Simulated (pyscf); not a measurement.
A first-order saddle from PySCF, ωB97X-D3(BJ)/def2-SVP:

```xyz
8

O     -1.7443     0.9773    -0.0516
Zn    -0.5172    -0.6131    -0.1409
O     -0.9923    -2.2599     0.3775
H     -2.6843     0.8976    -0.2835
H     -0.3189    -2.9393     0.2742
Se    -0.8416     2.0170    -1.5330
H      0.3783     0.5608    -0.8338
H      0.2120     1.5780    -2.4800
```
Charge 0, spin multiplicity 1.

Surface: singlet, charge 0. Lowest wavenumbers (cm⁻¹): 766i, 56, 125, 185, 227.

Task: Which two sides does it connect, and which bonds change?

Result: HO–Zn–OH + H₂Se <-> HO–SeH + HO–ZnH, a four-centre exchange read from left to right: O–Zn, H–Se broken and O–Se, H–Zn formed. At ωB97M-D3(BJ)/def2-TZVP it lies +56.5 kcal/mol from the left side and +24.0 kcal/mol from the right (each side as separated species at their lowest minima found). On the reactant side the descent ends in an adduct with a Se–Zn contact (not fully relaxed), 10.1 kcal/mol under the separated species and 65.0 kcal/mol under the saddle at ωB97X-D3(BJ)/def2-TZVP. On the product side the descent ends in an adduct with a O–Zn contact, 12.6 kcal/mol under the separated species and 34.5 kcal/mol under the saddle at ωB97X-D3(BJ)/def2-TZVP. What is counted as broken (O–Zn) persists as a longer contact in the product adduct; parting that adduct is a step of its own. This is the saddle that the search found; another between the same sides may lie lower. Elements up to Kr have no core potential and no relativistic terms here.
